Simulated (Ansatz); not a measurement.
Ansatz (an electronic-structure program) input:

Ansatz 0.2 input:
```yaml
crystal:
  periodic: [false, false, false]
  atoms:
    - {symbol: C, position_ang: [-1.90075495, 0.29902125, 0.01157465]}
    - {symbol: C, position_ang: [-1.05964596, -0.55464905, 0.52081191]}
    - {symbol: C, position_ang: [0.39585359, -0.82121586, 0.53875355]}
    - {symbol: C, position_ang: [1.13716603, 0.16544316, -0.25245602]}
    - {symbol: N, position_ang: [1.67288936, 0.96265292, -0.88426463]}
    - {symbol: H, position_ang: [-2.96872122, 0.23020595, 0.18694617]}
    - {symbol: H, position_ang: [-1.55907494, 1.12373960, -0.61690052]}
    - {symbol: H, position_ang: [0.60685723, -1.81895025, 0.14297134]}
    - {symbol: H, position_ang: [0.77500114, -0.80516275, 1.56473087]}
basis:
  gaussian:
    orbitals: def2-TZVP
hamiltonian:
  xc: b3lyp
  dispersion: d3bj
magnetization: {spin_polarized: true, initial_magnetization: 1}
phonons: {temperatures: {t_min: 298.15, t_max: 298.15, t_step: 100}}
```

Which total energy does the run end on?

-209.55656 Eh (B3LYP-D3(BJ)/def2-TZVP). The basis has 179 functions.

It need not be the lowest isomer of its formula.
